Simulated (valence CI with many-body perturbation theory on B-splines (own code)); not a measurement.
## W XXV: electric-dipole lines

Computed by configuration interaction combined with many-body perturbation theory (CI+MBPT): four valence electrons over a frozen Dirac-Fock core [Kr] 4d10, radial functions for each j: 7 s, 7 p, 7 d, 7 f, 4 g, 2 h, with the one-electron correlation potential Σ1 (screened to all orders), the two-electron term Σ2, the three-electron term Σ3, Breit, model QED; selected single and double excitations, second order for the rest (own B-spline code, finite nucleus).

No measured levels were compared; by estimate terms of the open shell hold to a few per cent of their energy, and close levels can change places.

Lines 201 to 250 of 336 in falling wavelength, among levels below 1159900 cm⁻¹, chosen from the strongest by gf and those to the six lowest levels. Wavelengths and rates use the calculated energies, so an error of 2000 cm⁻¹ moves a line at 296.3 Å by 0.59 % and its rate by three times that or more. Electric multipoles are in the length gauge, E1 and E2 with the static RPA response of the core. Weak lines are less certain than strong ones. Lines between different terms over intervals too small for the method are left out, as are lines whose strength nearly cancels. Where a level lies close to another of its J and parity, the split of strength between their lines is uncertain. The highest levels of a list are the least certain.

Names give the largest LS component (configuration and term), which can be under half, so a name can repeat, a term be missing and a line seem to break the LS rules; names also repeat where a configuration has a term twice. Letters in brackets count levels of one name in rising energy.

```
λ vac (Å)             Upper             Lower   A (s⁻¹)  S (a.u.)
    296.3       4f3.5p 5G_3  4f3.5s 5G°_2 [a]  3.39e+09  3.05e-01
    296.1       4f3.5p 3I_5  4f3.5s 3I°_6 [a]  3.46e+06  4.87e-04
    296.1       4f3.5p 5I_5  4f3.5s 3I°_5 [a]  3.53e+09  4.97e-01
    296.0       4f3.5p 3I_5  4f3.5s 3H°_4 [a]  7.16e+09  1.01e+00
    295.6   4f3.5p 3H_4 [b]      4f3.5s 5F°_3  9.55e+07  1.10e-02
    295.4       4f3.5p 5K_6      4f3.5s 5I°_6  5.19e+09  8.59e-01
    295.2       4f3.5p 5K_5      4f3.5s 5I°_4  8.32e+09  1.16e+00
    295.0       4f3.5p 5G_3      4f3.5s 5F°_3  5.24e+09  4.65e-01
    294.7       4f3.5p 3D_2  4f3.5s 5G°_2 [a]  2.96e+09  1.87e-01
    294.3       4f3.5p 5G_2      4f3.5s 5F°_1  7.03e+09  4.42e-01
    294.3   4f3.5p 3H_4 [b]  4f3.5s 3G°_5 [a]  8.38e+09  9.49e-01
    293.9   4f3.5p 3H_4 [b]  4f3.5s 3H°_4 [a]  3.62e+09  4.09e-01
    293.8       4f3.5p 3D_1      4f3.5s 5F°_2  9.46e+09  3.55e-01
    293.4       4f3.5p 3D_2      4f3.5s 5F°_3  7.55e+09  4.71e-01
    293.3       4f3.5p 5G_3  4f3.5s 3H°_4 [a]  2.70e+07  2.35e-03
    293.3   4f3.5p 3H_4 [a]      4f3.5s 5I°_5  8.47e+09  9.49e-01
    292.0       4f3.5p 5I_5      4f3.5s 5I°_6  8.53e+09  1.15e+00
    292.0       4f3.5p 5K_7      4f3.5s 5I°_7  5.76e+09  1.06e+00
    290.4       4f3.5p 3D_1      4f3.5s 5F°_1  2.27e+09  8.23e-02
    289.9       4f3.5p 5H_6      4f3.5s 5I°_7  9.36e+09  1.46e+00
    287.1   4f3.5p 3H_4 [a]      4f3.5s 5I°_4  4.40e+09  4.62e-01
    285.7       4f3.5p 5G_3      4f3.5s 5F°_2  1.51e+09  1.22e-01
    284.3       4f3.5p 3D_2      4f3.5s 5F°_2  1.52e+08  8.60e-03
    281.9       4f3.5p 5K_6      4f3.5s 5I°_5  1.84e+09  2.65e-01
    281.7       4f3.5p 5H_6  4f3.5s 3I°_5 [a]  1.66e+08  2.38e-02
    281.2       4f3.5p 3D_2      4f3.5s 5F°_1  1.87e+07  1.02e-03
    280.0       4f3.5p 5K_7      4f3.5s 5I°_6  1.36e+09  2.22e-01
    278.8       4f3.5p 5I_5      4f3.5s 5I°_5  6.65e+08  7.83e-02
    278.1       4f3.5p 5H_6      4f3.5s 5I°_6  2.46e+08  3.40e-02
    277.2   4f3.5p 3H_4 [b]  4f3.5s 3I°_5 [a]  1.47e+08  1.39e-02
    275.5       4f3.5p 3I_5      4f3.5s 5I°_6  5.04e+08  5.72e-02
    273.3       4f3.5p 5I_5      4f3.5s 5I°_4  2.67e+07  2.96e-03
    266.1       4f3.5p 5H_6      4f3.5s 5I°_5  5.67e+07  6.85e-03
    263.7       4f3.5p 3I_5      4f3.5s 5I°_5  2.77e+07  2.76e-03
    262.1   4f3.5p 3H_4 [b]      4f3.5s 5I°_5  6.67e+07  5.34e-03
    258.7       4f3.5p 3I_5      4f3.5s 5I°_4  1.25e+08  1.18e-02
    257.1   4f3.5p 3H_4 [b]      4f3.5s 5I°_4  1.88e+06  1.42e-04
    256.7       4f3.5p 5G_3      4f3.5s 5I°_4  5.00e+07  2.92e-03
    130.3      4f3.5s 5F°_1          4f4 5F_2  1.34e+05  4.40e-07
    129.6      4f3.5s 5F°_2          4f4 5F_2  8.73e+04  4.69e-07
    128.5  4f3.5s 5G°_2 [a]          4f4 5F_1  1.53e+05  8.02e-07
    128.4      4f3.5s 5I°_7          4f4 5I_6  1.49e+03  2.33e-08
    128.0  4f3.5s 5G°_2 [b]          4f4 5F_1  1.94e+05  1.00e-06
    127.8      4f3.5s 5F°_3          4f4 5F_2  2.93e+04  2.11e-07
    127.8      4f3.5s 5I°_8          4f4 5I_7  4.06e+03  7.11e-08
    127.6  4f3.5s 5G°_2 [a]          4f4 5F_2  1.86e+04  9.55e-08
    127.1  4f3.5s 5G°_2 [b]          4f4 5F_2  1.79e+04  9.06e-08
    126.9  4f3.5s 3F°_2 [a]          4f4 5F_1  4.41e+04  2.23e-07
    126.6      4f3.5s 5G°_3          4f4 5F_2  3.62e+05  2.54e-06
    126.3      4f3.5s 3S°_1          4f4 5F_1  6.36e+03  1.90e-08
```
